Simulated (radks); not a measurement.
Spherical jellium clusters: N electrons in a uniform positive sphere of charge N and radius rs N^(1/3), rs = 4.18 bohr. Method: non-relativistic Kohn-Sham, LDA (Slater exchange, Perdew-Wang correlation), spin-polarised, spherical densities; computed with a radial shooting solver with Libxc functionals. Levels are named by radial order and angular momentum (1s, 1p, 1d, 2s, ...), and open shells are averaged over m.

N = 22, configuration 1s2 1p6 1d10 2s2 1f(up 2, down 0). This is the lowest configuration that the search found. Occupied and some empty levels:

| level | occupation | eigenvalue (eV) | <r> (bohr) |
|---|---|---|---|
| 1s up | 1 | -4.8563 | 7.490 |
| 1s down | 1 | -4.7782 | 7.346 |
| 1p up | 3 | -4.2308 | 8.639 |
| 1p down | 3 | -4.1269 | 8.574 |
| 1d up | 5 | -3.3972 | 9.479 |
| 1d down | 5 | -3.2802 | 9.460 |
| 2s up | 1 | -2.8438 | 7.629 |
| 2s down | 1 | -2.7890 | 7.705 |
| 1f up | 2 | -2.4021 | 10.23 |
| 1f down | 0 | -2.2811 | 10.25 |
| 2p up | 0 | -1.7323 | 9.462 |
| 2p down | 0 | -1.6746 | 9.509 |
| 1g up | 0 | -1.2900 | 11.04 |
| 1g down | 0 | -1.1732 | 11.10 |
| 2d up | 0 | -0.73326 | 11.94 |
| 2d down | 0 | -0.67850 | 12.07 |

Energy (eV): total -41.0322, kinetic 35.188, external -1333.9, Hartree 660.30, exchange-correlation -77.266, background 674.68.

Electron density:

| r (bohr) | n(r) (e/bohr^3) |
|---|---|
| 0.374 | 0.004563 |
| 1.31 | 0.004320 |
| 2.25 | 0.003892 |
| 3.19 | 0.003438 |
| 4.13 | 0.003131 |
| 5.07 | 0.003080 |
| 6.01 | 0.003276 |
| 6.95 | 0.003575 |
| 7.88 | 0.003742 |
| 8.82 | 0.003552 |
| 9.76 | 0.002934 |
| 10.7 | 0.002050 |
| 11.6 | 0.001201 |
| 12.6 | 0.0006068 |
| 13.5 | 0.0002779 |
| 14.5 | 0.0001192 |
| 15.4 | 0.00004933 |
| 16.3 | 0.00001964 |
| 17.3 | 7.651e-06 |
| 18.2 | 2.949e-06 |
